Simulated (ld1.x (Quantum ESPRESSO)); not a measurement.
Before and after: ultrasoft potential for iridium (Ir)

```json
{
  "Element": "iridium",
  "Generator": "ld1.x (Quantum ESPRESSO) 7.5",
  "Type": "ultrasoft",
  "Functional": "LDA (PZ)",
  "Relativity": "fully relativistic",
  "Frozen core": "[Xe] 4f14",
  "Valence charge": "9",
  "Reference configuration": "5d7 6s2 6p0",
  "Partial waves": "6s (bound): rcut 2.00, rcutus 2.35 bohr; 6s channel at 0.05 Ry: rcut 2.00, rcutus 2.35 bohr; 6p (bound, empty): rcut 3.30, rcutus 3.80 bohr; 6p channel at 0.8 Ry: rcut 3.30, rcutus 3.80 bohr; 5d (bound): rcut 2.00, rcutus 2.50 bohr; 5d channel at 2.1 Ry: rcut 2.00, rcutus 2.50 bohr",
  "Local potential": "all-electron potential smoothed inside 2.50 bohr (lloc = -1)",
  "Core correction": "Bessel-smoothed model core, default radius (core density twice the valence density)",
  "Augmentation charge": "PSQ, radius 2.10 bohr"
}
```

Open shells are filled in proportion to 2j + 1 (rel_dist='average').

All-electron outer shells of the reference configuration (LDA (PZ), scalar-relativistic, ld1.x):

```json
{"shell": "4f", "level (eV)": "-62.55", "outermost node (bohr)": "–", "outermost maximum (bohr)": "0.39"}
{"shell": "5p", "level (eV)": "-54.92", "outermost node (bohr)": "0.54", "outermost maximum (bohr)": "1.01"}
{"shell": "5d", "level (eV)": "-7.36", "outermost node (bohr)": "0.59", "outermost maximum (bohr)": "1.31"}
{"shell": "6s", "level (eV)": "-6.59", "outermost node (bohr)": "1.17", "outermost maximum (bohr)": "2.38"}
{"shell": "6p", "level (eV)": "-1.35", "outermost node (bohr)": "1.39", "outermost maximum (bohr)": "3.43"}
```

Change: core correction none.

Cutoffs: the cutoffs (Ry, on a coarse ladder) from which the occupation-weighted sum of valence levels, in a spherical-Bessel basis at the reference potential, stays within 10 and 1 mRy of its value at 400 Ry; they do not see the model core or the augmentation charge, which bear on the density cutoff. Errors are all-electron minus pseudo energies relative to the spin-unpolarised reference configuration.

Q: How do hardness, ghosts and transferability respond?

A: The potential gets neither clearly harder nor softer (18 Ry and 30 Ry → 18 Ry and 30 Ry); of the 7 tests that both files solve, the error grows in 2 and shrinks in 5 by more than 15 % and 0.3 meV (median size 21.6 → 10.1 meV); neither file shows a bound ghost. The default core radius of the base comes out at 1.20 bohr.

| quantity | base | changed |
| --- | --- | --- |
| cutoff, loose | 18 Ry | 18 Ry |
| cutoff, tight | 30 Ry | 30 Ry |
| bound ghosts | none | none |
| error for 5d7 6s1 6p0, meV [ΔE 10.19 eV] | -3.0 | +6.2 |
| error for 5d7 6s0 6p0, meV [ΔE 28.04 eV] | -18 | +36 |
| error for 5d6 6s0 6p0, meV [ΔE 58.88 eV] | -89 | +42 |
| error for 5d5 6s0 6p0, meV [ΔE 102.74 eV] | -357 | +18 |
| error for 5d6 6s2 6p1, meV [ΔE 7.13 eV] | -22 | +10 |
| error for 5d6 6s2 6p0, meV [ΔE 12.43 eV] | -25 | +0.9 |
| error for 5d7.5 6s1.5 6p0, meV [ΔE -0.26 eV] | -3.9 | +2.8 |
| s: phases at 4.11 bohr within 0.05 rad from the reference energy up to (Ry; the scan ends near 5) | 2.5 | 2.5 |
| p1/2: phases at 4.11 bohr within 0.05 rad from the reference energy up to (Ry; the scan ends near 5) | 1.5 | 1.5 |
| p3/2: phases at 4.11 bohr within 0.05 rad from the reference energy up to (Ry; the scan ends near 5) | 1.7 | 1.7 |
| d3/2: phases at 4.11 bohr within 0.05 rad from the reference energy up to (Ry; the scan ends near 5) | 3.2 | 3.2 |
| d5/2: phases at 4.11 bohr within 0.05 rad from the reference energy up to (Ry; the scan ends near 5) | 3.3 | 3.3 |
| lowest overlap eigenvalue by channel | s 0.42, p1/2 0.40, p3/2 0.47, d3/2 0.86, d5/2 0.86 | s 0.42, p1/2 0.40, p3/2 0.47, d3/2 0.86, d5/2 0.86 |
